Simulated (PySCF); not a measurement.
Cl4MoO, charge -1, doublet, at a GFN2-xTB geometry (such geometries of metal compounds can be far from the true shape) (the multiplicity is a formal guess) (core potentials on Mo).

PySCF was given this input:
```python
from pyscf import gto, scf, dft

mol = gto.M(
    atom='''
Mo    0.184811   -0.202703    0.163506
O     1.135139   -1.245037    1.004280
Cl   -1.228596   -1.449971   -1.244801
Cl    0.733209    1.993319    0.806522
Cl    1.284856    0.363019   -1.838139
Cl   -1.780244    0.180329    1.399860
''',
    basis='def2-sv(p)',
    ecp={'Mo': 'def2-sv(p)'},
    charge=-1,
    spin=1,
    verbose=4,
)

mf = dft.UKS(mol)
mf.xc = 'b3lyp'
mf.kernel()
mo_i, mo_e, stable_i, stable_e = mf.stability(internal=True, external=False, return_status=True, nroots=6, tol=1e-6)
print('internally stable:', stable_i, ' externally stable:', stable_e)
if not stable_i:
    umf = mf.copy()
    umf.scf_summary = {}
    umf.kernel(umf.make_rdm1(mo_i, mf.mo_occ))
```

Q: Estimate the Mulliken (on the basis functions themselves) charges in atom order that B3LYP/def2-SV(P) (PySCF) returns for this input.

A: Mo1 0.57, O2 -0.41, Cl3 -0.29, Cl4 -0.29, Cl5 -0.29, Cl6 -0.29

Q: What nuclear repulsion energy does B3LYP/def2-SV(P) give?

A: 600.6578 Eh

Q: Estimate the HOMO energy that B3LYP/def2-SV(P) returns for this input.

A: -2.28 eV

Q: What number of basis functions does B3LYP/def2-SV(P) give?

A: 110

Q: Estimate the <S^2> that B3LYP/def2-SV(P) returns for this input.

A: 0.755

Q: What total energy does B3LYP/def2-SV(P) give?

A: -1983.981326 Ha

These values belong to the state on which the SCF converged, which isn't shown to be the lowest.

Q: Roughly what does it cost on one core?

A: about 4 core-minutes (a rough figure).
